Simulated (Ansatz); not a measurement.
C2H3O2, charge -1, singlet, at a GFN2-xTB geometry (a gas-phase anion, which may not be bound at this level); Ansatz (a first-principles code) with PBE/cc-pVDZ.

Ansatz was given this input:
Ansatz 0.2 input:
```yaml
crystal:
  periodic: [false, false, false]
  atoms:
    - {symbol: C, position_ang: [-1.15412904, -0.13368505, -0.00475851]}
    - {symbol: O, position_ang: [-0.72670803, -1.11946687, 0.60148897]}
    - {symbol: O, position_ang: [0.00963198, 0.80173294, -0.46742437]}
    - {symbol: C, position_ang: [1.28691312, 0.41218812, -0.14832584]}
    - {symbol: H, position_ang: [1.79443639, 1.15884469, 0.49102832]}
    - {symbol: H, position_ang: [1.24026991, -0.54555805, 0.40753573]}
    - {symbol: H, position_ang: [1.90519756, 0.25756633, -1.05257476]}
basis:
  gaussian:
    orbitals: cc-pVDZ
hamiltonian:
  xc: pbe
total_charge: -1
accuracy: high
```

What does Ansatz print? Leave out banner, timings and long lists.


```
Functional definition: PBE
1654 factors; integrals over basis functions are off by at most 3.5e-9 eV
mean field evaluation 1: about -6207.2465 eV, gradient 2.7e1 eV
mean field evaluation 2: about -6205.2899 eV, gradient 4.3e1 eV
mean field evaluation 4: about -6208.9522 eV, gradient 5.0e0 eV
mean field evaluation 8: about -6209.0033 eV, gradient 3.0e-1 eV
mean field evaluation 16: about -6209.0035 eV, gradient 1.1e-5 eV
mean field -6209.00353944 eV, -228.1766714606 hartree, gradient 5.4e-8 eV, S^2 0.000000; 0 other end points of the search recorded, 0 dependent functions left out
reference -6209.00354191 eV, -228.1766715515 hartree; 16, 16 occupied and 55, 55 virtual orbitals, 1654 factors
Total energy: -6209.00354191 eV, -228.1766715515 hartree
```
